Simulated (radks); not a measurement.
The nuclear charge of the lanthanum ion La2+ is varied continuously with 55 electrons held in [Xe] 5d1. All-electron calculation, Dirac Kohn-Sham, LDA (Slater exchange, Perdew-Wang correlation), spin-unpolarised, spherical densities, finite nucleus; open shells fill j = l - 1/2 first; Fermi nuclear charge, rms radius 4.855 fm. Program: a radial shooting solver on a logarithmic mesh with Libxc functionals. By the Hellmann-Feynman theorem dE/dZ = E(electron-nucleus)/Z, the electronic potential at the nucleus (averaged over a nucleus of fixed radius).

Z     E (hartree)  E(electron-nucleus)/Z (hartree)   HOMO  e(HOMO) (eV)  <r> HOMO (bohr)
56     -8132.5036                         -353.138  5d3/2        -6.134            3.214
56.2   -8203.3088                         -354.914  5d3/2        -7.709            3.033
56.4   -8274.4693                         -356.690  5d3/2        -9.388            2.887
56.6   -8345.9850                         -358.467  5d3/2       -11.163            2.764
56.8   -8417.8562                         -360.245  5d3/2       -13.025            2.658
57     -8490.0832                         -362.025  5d3/2       -14.970            2.566
57.2   -8562.6663                         -363.806  5d3/2       -16.993            2.484
57.4   -8635.6056                         -365.588  5d3/2       -19.091            2.410
57.6   -8708.9016                         -367.372  5d3/2       -21.262            2.343
57.8   -8782.5545                         -369.158  5d3/2       -23.501            2.282
58     -8856.5648                         -370.945  5d3/2       -25.809            2.226

The central difference of E at Z = 57 is -362.025 hartree, to compare with the third column; the second derivative is -8.9 hartree.
